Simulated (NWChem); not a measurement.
Species: CH₅AlO₃; SMILES C[O][Al]([OH])[OH]

```xyz
10

Al     0.0049     0.5129     0.0000
O      1.0811     1.8451     0.0000
H      2.0402     1.7008     0.0000
O     -1.6880     0.7682     0.0000
H     -2.0533     1.6663     0.0000
O      0.6195    -1.0779     0.0000
C      0.0356    -2.3536     0.0000
H      0.3571    -2.9330    -0.8959
H      0.3571    -2.9330     0.8959
H     -1.0790    -2.3298     0.0000
```
Atoms are numbered in this order, from 1.

Results from NWChem. Pople sets run with spherical d functions. STO-3G and 3-21G are far too small for this property and stand as cheap habits. The geometry was optimised at PBE-D3(BJ)/def2-SVP. Vertical excitations in the gas phase; the lowest state need not have the same character in each row.

```json
[
 {"level": "PBE/3-21G, TDA", "basis functions": "59", "lowest excitation, singlet (eV)": "4.85", "oscillator strength of that lowest state": "0.001", "orbital gap (eV)": "4.73"},
 {"level": "PBE/6-31G*, TDA", "basis functions": "84", "lowest excitation, singlet (eV)": "(withheld)", "oscillator strength of that lowest state": "0.003", "orbital gap (eV)": "(withheld)"},
 {"level": "PBE/6-31+G*, TDA", "basis functions": "104", "lowest excitation, singlet (eV)": "4.94", "oscillator strength of that lowest state": "0.003", "orbital gap (eV)": "4.88"},
 {"level": "PBE/def2-SVP, TDA", "basis functions": "99", "lowest excitation, singlet (eV)": "5.17", "oscillator strength of that lowest state": "0.003", "orbital gap (eV)": "5.09"}
]
```

Task: Complete the blanks.

Result: 
- PBE/6-31G*, TDA, lowest excitation, singlet (eV): 5.08
- PBE/6-31G*, TDA, orbital gap (eV): 5.01
